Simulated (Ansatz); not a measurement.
Consider the formal exchange of groups at the Si–C bond: `C[Si]1(F)CS1` + GeH₄ → `F[Si]1([GeH3])CS1` + CH₄.

Gas-phase electronic energies from Ansatz, PBE0-D4/def2-TZVP geometries. CCSD(T)/CBS adds triple-zeta CCSD(T) − MP2 to the extrapolated MP2 energy (def2 sets, frozen cores). This one scheme is used for every species. Functionals use def2-TZVPP. For Ge outer-core shells are correlated without core-valence functions, which leaves a few kJ/mol of doubt a bond. Scalar relativity is left out up to krypton.

```json
{"level": "PBE-D4", "ΔE (kJ/mol)": "-23.6"}
{"level": "ωB97M-V", "ΔE (kJ/mol)": "-9.6"}
{"level": "B2PLYP", "ΔE (kJ/mol)": "-13.9"}
{"level": "r2SCAN", "ΔE (kJ/mol)": "-15.8"}
{"level": "HF/def2-TZVPP", "ΔE (kJ/mol)": "-2.9"}
{"level": "MP2/def2-TZVPP", "ΔE (kJ/mol)": "-12.9"}
{"level": "CCSD/def2-TZVPP", "ΔE (kJ/mol)": "-11.3"}
{"level": "HF/def2-QZVPP", "ΔE (kJ/mol)": "-1.8"}
```

Question: What does CCSD(T)/CBS give? (An estimate is asked.)

Answer: The calculation gave: -15.4 kJ/mol. The listed levels differ from it by -8.2, 5.8, 1.5, -0.4, 12.5, 2.5, 4.1, 13.6 kJ/mol.

Largest T1 diagnostic among the species: 0.013.

From PBE to PBE0 (25 % exact exchange), in def2-TZVPP and without D4, ΔE moves by +4.8 kJ/mol. In def2-TZVPP, CCSD(T) changes the Hartree–Fock value by −10.3 kJ/mol (the triples alone add −1.9 kJ/mol) and MP2 by −10.0 kJ/mol.
